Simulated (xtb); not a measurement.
chlorotrifluoromethane (CClF3), singlet, geometry from GFN2-xTB, atoms displaced at random by about 0.05 Å a coordinate; GFN2-xTB with ALPB(ch2cl2) (xtb).

Here is a job for xtb.
```
$ xtb mol.xyz --gfn 2 --opt --alpb ch2cl2 --json

# file mol.xyz
5

F     -0.82989424    -0.67732027    -1.05912960
C     -0.27652506    -0.05971855     0.01179399
F     -0.81802327     1.24277183    -0.02950233
F     -0.77435762    -0.69033013     1.04512765
Cl     1.49108380     0.04960074    -0.20051811
```

Output, abridged:

```
   ID    Z sym.   atoms
    1    9 F      1, 3, 4
    2    6 C      2
    3   17 Cl     5

           -------------------------------------------------
          |                Calculation Setup                |
           -------------------------------------------------

           -------------------------------------------------
          |                 G F N 2 - x T B                 |
           -------------------------------------------------

      * Solvation model:               ALPB
        Solvent                        ch2cl2
        Parameter file                 internal GFN2-xTB/ALPB
        Dielectric constant                8.9300E+00
        Reference state                gsolv [1 M gas/solution]
        Free energy shift                  4.1487E-03 Eh       2.6033E+00 kcal/mol
        Temperature                        2.9815E+02 K
        Density                            1.3300E+00 kg/L
        Solvent mass                       8.4930E+01 g/mol
        Interaction kernel             P16
        Born radius scaling (c1)           1.5691E+00
        Born radii integrator          GBOBC
        Born offset                        0.0000E+00 a0       0.0000E+00 AA
        H-bond correction              false
        Ion screening                  false
        Surface tension                    1.0000E-05 Eh       1.5569E+01 dyn/cm
        Grid points                               230 per atom

          ...................................................
          :                      SETUP                      :
          :.................................................:
          :  # basis functions                  26          :
          :  # atomic orbitals                  25          :
          :  # shells                           11          :
          :  # electrons                        32          :
          :  max. iterations                   250          :
          :  Hamiltonian                  GFN2-xTB          :
          :  restarted?                      false          :
          :  GBSA solvation                   true          :
          :  PC potential                    false          :
          :  electronic temp.          300.0000000     K    :
          :  accuracy                    1.0000000          :
          :  -> integral cutoff          0.2500000E+02      :
          :  -> integral neglect         0.1000000E-07      :
          :  -> SCF convergence          0.1000000E-05 Eh   :
          :  -> wf. convergence          0.1000000E-03 e    :
          :  Broyden damping             0.4000000          :
          :  net charge                          0          :
          :  unpaired electrons                  0          :
          ...................................................

 iter      E             dE          RMSdq      gap      omega  full diag
   1    -20.8387165 -0.208387E+02  0.575E+00    7.37       0.0  T
   2    -20.9011176 -0.624011E-01  0.383E+00    6.51       1.0  T
   3    -20.9068340 -0.571643E-02  0.203E+00    6.75       1.0  T
   4    -20.9073863 -0.552268E-03  0.266E-01    6.73       1.0  T
   5    -20.9074629 -0.765819E-04  0.182E-01    6.77       1.0  T
   6    -20.9075170 -0.541503E-04  0.115E-01    6.79       1.0  T
   7    -20.9075496 -0.325205E-04  0.453E-02    6.84       1.0  T
   8    -20.9075507 -0.111514E-05  0.744E-03    6.84       6.0  T
   9    -20.9075508 -0.167458E-06  0.412E-03    6.84      10.8  T
  10    -20.9075509 -0.281498E-07  0.908E-04    6.84      49.3  T
  11    -20.9075509 -0.920753E-09  0.342E-04    6.84     130.8  T

   *** convergence criteria satisfied after 11 iterations ***

         :::::::::::::::::::::::::::::::::::::::::::::::::::::
         ::                     SUMMARY                     ::
         :::::::::::::::::::::::::::::::::::::::::::::::::::::
         :: total energy             -20.874788823906 Eh    ::
         :: total w/o Gsasa/hb       -20.874882266210 Eh    ::
[...]
 * total energy  :   -20.8747888 Eh     change       -0.1499316E-09 Eh
 * total energy  :   -20.8798691 Eh     change       -0.5080284E-02 Eh
 * total energy  :   -20.8819151 Eh     change       -0.2045995E-02 Eh
 * total energy  :   -20.8820167 Eh     change       -0.1016385E-03 Eh
 * total energy  :   -20.8820646 Eh     change       -0.4786893E-04 Eh
 * total energy  :   -20.8820663 Eh     change       -0.1658262E-05 Eh
   *** GEOMETRY OPTIMIZATION CONVERGED AFTER 6 ITERATIONS ***
         :: total energy             -20.882066267981 Eh    ::
[...]
         1        2.0000           -1.1117681             -30.2528
       ...           ...                  ...                  ...
         4        2.0000           -0.9150013             -24.8985
         5        2.0000           -0.7072393             -19.2450
         6        2.0000           -0.6682426             -18.1838
         7        2.0000           -0.6682186             -18.1832
         8        2.0000           -0.6636582             -18.0591
         9        2.0000           -0.5900004             -16.0547
        10        2.0000           -0.5899704             -16.0539
        11        2.0000           -0.5769449             -15.6995
        12        2.0000           -0.5767116             -15.6931
        13        2.0000           -0.5766708             -15.6920
        14        2.0000           -0.5410946             -14.7239
        15        2.0000           -0.4882578             -13.2862
        16        2.0000           -0.4882544             -13.2861 (HOMO)
        17                         -0.2252726              -6.1300 (LUMO)
        18                         -0.0609729              -1.6592
        19                         -0.0608560              -1.6560
        20                         -0.0415837              -1.1316
        21                         -0.0415835              -1.1315
        22                          0.0746239               2.0306
        23                          0.0922915               2.5114
        24                          0.0930849               2.5330
        25                          0.0958279               2.6076
      -------------------------------------------------------------
                  HL-Gap            0.2629817 Eh            7.1561 eV
             Fermi-level           -0.3567635 Eh           -9.7080 eV

     #   Z          covCN         q      C6AA      α(0)
     1   9 F        0.816    -0.158    10.812     3.884
     2   6 C        3.241     0.557    17.352     6.753
     3   9 F        0.816    -0.158    10.810     3.884
     4   9 F        0.816    -0.159    10.814     3.885
     5  17 Cl       0.963    -0.082   101.719    15.430

 Mol. C6AA /au·bohr⁶  :        571.973493
 Mol. C8AA /au·bohr⁸  :      16230.920655
 Mol. α(0) /au        :         33.835982

Wiberg/Mayer (AO) data.
largest (>0.10) Wiberg bond orders for each atom

 ---------------------------------------------------------------------------
     #   Z sym  total        # sym  WBO       # sym  WBO       # sym  WBO
 ---------------------------------------------------------------------------
     1   9 F    1.129 --     2 C    0.984
     2   6 C    3.884 --     3 F    0.985     1 F    0.984     4 F    0.984
                             5 Cl   0.931
     3   9 F    1.130 --     2 C    0.985
     4   9 F    1.129 --     2 C    0.984
     5  17 Cl   1.081 --     2 C    0.931
 ---------------------------------------------------------------------------

Topologies differ in total number of bonds
Writing topology from bond orders to xtbtopo.mol

molecular dipole:
                 x           y           z       tot (Debye)
 q only:        0.146       0.005      -0.009
   full:        0.434       0.013      -0.027       1.105
molecular quadrupole (traceless):
                xx          xy          yy          xz          yz          zz
 q only:       -0.174      -0.018       0.086      -0.008       0.001       0.087
  q+dip:        1.228       0.023      -0.622      -0.188      -0.003      -0.606
   full:        1.675       0.042      -0.847      -0.230      -0.004      -0.828

optimized geometry written to: xtbopt.xyz

           -------------------------------------------------
          | TOTAL ENERGY              -20.882066267981 Eh   |
          | GRADIENT NORM               0.000568702131 Eh/α |
          | HOMO-LUMO GAP               7.156097083334 eV   |
           -------------------------------------------------

normal termination of xtb
```
